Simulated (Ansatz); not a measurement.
The same redistribution along the group Ti, Zr, Hf.

Program: Ansatz. Geometries: PBE0-D4/def2-TZVP. ΔE: electronic, gas phase. CCSD(T)/CBS adds triple-zeta CCSD(T) − MP2 to the extrapolated MP2 energy (def2 sets, frozen cores). Functionals use def2-TZVPP. B3LYP here is the variant with VWN-RPA as its local correlation; programs differ in this. Elements past krypton have def2 core potentials. For Br, Ga, Hf, Ti, Zr outer-core shells are correlated without core-valence functions, which leaves a few kJ/mol of doubt a bond. Scalar relativity is left out up to krypton. Each species was taken in one conformer, which may not be the lowest.

| reaction | B3LYP-D4 (kJ/mol) | ωB97X-V (kJ/mol) | PBE0-D4 (kJ/mol) | CCSD(T)/CBS(def2) (kJ/mol) |
| --- | --- | --- | --- | --- |
| `[OH][Ti]([F])([F])[F]` + `[OH][Ga]([Cl])[Br]` → `[F][Ti]([F])([F])[Cl]` + `[OH][Ga]([OH])[Br]` | 40 | 43 | 41 | 38 |
| `[OH][Zr]([F])([F])[F]` + `[OH][Ga]([Cl])[Br]` → `[F][Zr]([F])([F])[Cl]` + `[OH][Ga]([OH])[Br]` | 34 | 34 | 33 | 32 |
| `[OH][Hf]([F])([F])[F]` + `[OH][Ga]([Cl])[Br]` → `[F][Hf]([F])([F])[Cl]` + `[OH][Ga]([OH])[Br]` | 35 | 34 | 33 | 31 |

Largest T1 diagnostic: 0.024, for `[F][Ti]([F])([F])[Cl]`.
